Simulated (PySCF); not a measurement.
# Working out the ionisation energy of Mg²⁺

Mg²⁺ [Ne] (1S) → Mg³⁺ [He] 2s2 2p5 (2P). Calculation: PySCF 2.14, in x2c-TZVPall (5s4p3d, 32 functions); the spin-free X2C one-electron Hamiltonian (Gaussian nucleus). Frozen: [He] 2s2. Energies in hartree (1 hartree = 27.21139 eV):

```json
{"part": "UHF", "Mg²⁺ (lower)": "-199.128158", "Mg³⁺ (upper)": "-196.239310"}
{"part": "CCSD correlation", "Mg²⁺ (lower)": "-0.126656", "Mg³⁺ (upper)": "-0.078651"}
{"part": "(T)", "Mg²⁺ (lower)": "-0.000704", "Mg³⁺ (upper)": "-0.000247"}
```

Task: What does Hartree-Fock give?

Result: (-196.239310) − (-199.128158) = 2.888848 hartree = 78.610 eV.

Task: What do CCSD and CCSD(T) give?

Result: The CCSD correlation energies differ by 0.048005 hartree = 1.306 eV and the triples by 0.000457 hartree = 0.012 eV, so CCSD gives 79.916 eV and CCSD(T) 79.928 eV.

Reference: 80.144 eV (measured; NIST Atomic Spectra Database, ionization energies), between the lowest levels; spin-orbit coupling is absent from the calculation.

What remains against the reference includes basis incompleteness, the frozen core and higher excitations.
